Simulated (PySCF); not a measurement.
SeCl4, SMILES Cl[Se](Cl)(Cl)Cl.

The structure is a stationary point at PBE-D3(BJ)/def2-SVP. The isomer is the one that the SMILES or the coordinates give; other isomers of the formula were not compared.

Method: TDA-PBE/def2-SVPD in PySCF.

Vertical excitations. Isolated molecule, no solvent. State labels are in the subgroup C2v.

Computed lowest excited states:
```csv
state,symmetry,energy (eV),λ (nm),f,main pairs
S1,A1,2.51,495,0.004,HOMO→LUMO 94 %
S2,A2,2.57,482,0.000,HOMO−1→LUMO 98 %
S3,B2,2.74,452,0.003,"HOMO−2→LUMO 78 %, HOMO−1→LUMO+1 21 %"
S4,B1,2.75,451,0.000,"HOMO−3→LUMO 81 %, HOMO→LUMO+1 18 %"
S5,B1,2.89,430,0.005,"HOMO→LUMO+1 77 %, HOMO−3→LUMO 18 %"
S6,A2,2.99,414,0.000,HOMO−2→LUMO+1 98 %
S7,A1,3.11,399,0.000,"HOMO−4→LUMO 60 %, HOMO−3→LUMO+1 39 %"
S8,B2,3.16,392,0.021,"HOMO−1→LUMO+1 73 %, HOMO−2→LUMO 17 %"
S9,B1,3.45,359,0.000,HOMO−4→LUMO+1 97 %
S10,A1,3.77,329,0.017,"HOMO−3→LUMO+1 49 %, HOMO−4→LUMO 31 %, HOMO−2→LUMO+2 9 %"
T1,A1,2.11,587,0,HOMO→LUMO 100 %
T2,B1,2.42,511,0,HOMO→LUMO+1 98 %
T3,A2,2.44,507,0,HOMO−1→LUMO 98 %
T4,B2,2.47,502,0,HOMO−2→LUMO 97 %
```
Triplets are in the Tamm–Dancoff approximation.
